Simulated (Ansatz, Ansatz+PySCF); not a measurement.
```xyz
9

C     0.8718    0.0000    0.0000
C    -0.4359    0.7550    0.0000
C    -0.4359   -0.7550    0.0000
H     1.5125    0.0000    0.8818
H     1.5125    0.0000   -0.8818
H    -0.7562    1.3098   -0.8818
H    -0.7562    1.3098    0.8818
H    -0.7562   -1.3098    0.8818
H    -0.7562   -1.3098   -0.8818
```

Basis set: def2-SVP (spherical functions). Correlated methods keep 3 orbitals frozen. Charge 0, multiplicity 1.

Computed with Ansatz (development build ahead of 0.2.0); each method stands on the lowest determinant of its kind that the runs found. Restricted open shells among the atoms or ions are ROHF, correlated in semicanonical orbitals with singles.

Give the atomization energy at this shape (free ground-state atoms in the same class of orbitals less the molecule, no zero-point energy) of singlet C3H6 by RHF-MP2, RHF.

```csv
method,atomization energy
RHF-MP2,3456.5 kJ/mol
RHF,2768.4 kJ/mol
```
